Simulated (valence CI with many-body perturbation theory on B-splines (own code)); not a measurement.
Zr35+: key properties

Level of theory: relativistic CI+MBPT: three valence electrons over a frozen Dirac-Fock core [He], a basis of 11 s, 11 p, 9 d, 7 f, 5 g, 2 h, 1 i functions for each j, with the one-electron correlation potential Σ1, the two-electron term Σ2, the three-electron term Σ3, Breit, model QED; selected CI, second order for the rest (own B-spline code, finite nucleus).

No measured spectrum was set against this ion. As an estimate, large intervals hold to a few tenths of a per cent, small ones and those within an open d or f shell to about a per cent.

Levels are named by their leading jj configuration (3d3/2^4 stands for four electrons in 3d with j = 3/2), which in mixed levels can hold well under half, so a name can repeat and another be missing.

Rates and lifetimes use the calculated energies. Strong lines usually hold to 10 to 20 %, long lifetimes can be off by a factor of two.

What is the ground level?

(2s^2 2p1/2) J=1/2, composition 99 % 2s2 2p 2P°, g = 0.653.

What are the static dipole polarisabilities of the lowest levels?

(2s^2 2p1/2) J=1/2 0.00246 bohr³, of which the core gives 3.33e-06.

How well does LS coupling describe the low levels?

Among the lowest 20 levels the leading LS term, summed over configurations, holds 80 % on average. For single configurations the figures are 79 % in LS and 95 % in jj coupling. Terms mix most in the J = 3/2 level at 347.1 eV, where the leading one holds 40 %.

What is the ionisation energy?

4745.5 eV; NIST lists 4744 ± 3 eV (semi-empirical).

Among levels below 3058.3 eV, which E1 lines absorb most strongly from the ground level?

to (2s^2 3d3/2) J=3/2 at 0.4502 nm, f = 0.718; to (2s 2p1/2 3p3/2) J=3/2 at 0.4407 nm, f = 0.217; to (2s 2p1/2 3p3/2) J=1/2 at 0.4416 nm, f = 0.135.
